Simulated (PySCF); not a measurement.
Computed shifts of a molecule C₃H₈OSi, PBE/pcSseg-1 run with PySCF, GIAO, gas phase, atoms alike by connectivity averaged where their shifts nearly agree, in ppm (number of nuclei): ¹³C: 57.4 (1), 21.0 (1), 6.5 (1). ²⁹Si: -63.8 (1). ¹H: 4.35 (3), 4.08 (1), 1.14 (1), 0.96 (1), 0.63 (1), 0.34 (1). References: ¹⁷O against H2O (σ = 334.3 ppm); ¹³C against TMS (σ = 182.0 ppm); ²⁹Si against TMS (σ = 335.4 ppm); ¹H against TMS (σ = 31.49 ppm), references at their B3LYP-D3(BJ)/def2-TZVP geometries, non-relativistic. Geometry: r2SCAN-D4/def2-SVP. One conformer was computed; it need not be the lowest.

Question: Pick the molecule that these values belong to.
A) C[SiH2]CC=O
B) O[C@H]1C[C@H]1[SiH3]
C) C/C=C/[SiH2]O
D) O[SiH]1CCC1

Answer: B, O[C@H]1C[C@H]1[SiH3]
